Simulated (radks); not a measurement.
Ionisation of the chlorine ion Cl+, [Ne] 3s2 3p4, to [Ne] 3s2 3p3 as the strength of local exchange is varied. Method: Dirac Kohn-Sham, Slater X-alpha exchange (alpha = 2/3 is LDA exchange), no correlation, spin-unpolarised, spherical densities, point nucleus; open shells fill j = l - 1/2 first; computed with a radial shooting solver on a logarithmic mesh with Libxc functionals.

| alpha | E(Cl+) (hartree) | exchange (hartree) | IE (eV) | -e of the level emptied (eV) | <r> of it (bohr) |
|---|---|---|---|---|---|
| 0.582 | -455.15972 | -21.74305 | 22.779 | 16.905 (3p3/2) | 1.755 |
| 0.667 | -458.34438 | -25.06176 | 24.044 | 18.076 (3p3/2) | 1.723 |
| 0.839 | -464.84440 | -31.88848 | 26.705 | 20.556 (3p3/2) | 1.663 |
| 0.849 | -465.22461 | -32.28995 | 26.864 | 20.705 (3p3/2) | 1.660 |
| 0.91 | -467.54930 | -34.74984 | 27.844 | 21.623 (3p3/2) | 1.640 |
| 0.949 | -469.04050 | -36.33234 | 28.479 | 22.220 (3p3/2) | 1.628 |
| 0.977 | -470.11346 | -37.47321 | 28.939 | 22.653 (3p3/2) | 1.619 |

NIST Atomic Spectra Database: 23.814 eV (measured). The Delta-SCF value meets it near alpha = 0.65. Spin polarisation and multiplet splitting are left out, so open shells lie too high by an amount that depends on their filling.

Beside tabulated values, note that spin-unpolarised runs miss the spin-polarisation part of the exchange energy of open shells.
